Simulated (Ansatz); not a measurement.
Start from `[OH][SbH][OH]` and change one atom or group to get `[OH][SbH][SiH3]`.

Ansatz, PBE0-D4/def2-TZVP geometries, multiplicity 1. Each molecule was computed in one conformer, which needn't be the lowest.

Elements past krypton have def2 core potentials.

```json
{"property": "HOMO–LUMO gap (B3LYP/def2-TZVPP) / eV", "`[OH][SbH][OH]`": "6.06"}
{"property": "zero-point energy (PBE0-D4/def2-TZVP) / kJ/mol", "`[OH][SbH][OH]`": "89.1"}
{"property": "size of the dipole moment (B3LYP/def2-TZVPP) / D", "`[OH][SbH][OH]`": "3.25"}
{"property": "ideal-gas entropy at 298 K and 1 bar (rigid rotor, harmonic PBE0-D4/def2-TZVP) / J/(mol·K)", "`[OH][SbH][OH]`": "305"}
{"property": "HOMO energy (ωB97M-V/def2-TZVPP) / eV", "`[OH][SbH][OH]`": "-9.50"}
{"property": "LUMO energy (B3LYP/def2-TZVPP) / eV", "`[OH][SbH][OH]`": "-1.12"}
```

Give the same properties after the change, and the shifts. (An estimate is asked.)

Ansatz gave: 
```tsv
property	`[OH][SbH][SiH3]`	shift
HOMO–LUMO gap (B3LYP/def2-TZVPP) / eV	5.29	-0.77
zero-point energy (PBE0-D4/def2-TZVP) / kJ/mol	117.2	28.1
size of the dipole moment (B3LYP/def2-TZVPP) / D	1.68	-1.57
ideal-gas entropy at 298 K and 1 bar (rigid rotor, harmonic PBE0-D4/def2-TZVP) / J/(mol·K)	342	37
HOMO energy (ωB97M-V/def2-TZVPP) / eV	-9.04	0.46
LUMO energy (B3LYP/def2-TZVPP) / eV	-1.56	-0.44
```

With PBE0 the HOMO rises by 0.31 eV and the LUMO falls by 0.49 eV, so the gap narrows by about 0.80 eV. PBE moves the HOMO by 0.13 eV and ωB97M-V by 0.46 eV. The zero-point energy changes by 28.1 kJ/mol with +6 modes. Dipoles are sizes alone; their direction can turn.

B3LYP here is the variant with VWN-RPA as its local correlation; programs differ in this.

Spin–orbit coupling is left out; it splits and shifts lone-pair levels of the heavy atoms by tenths of an eV.
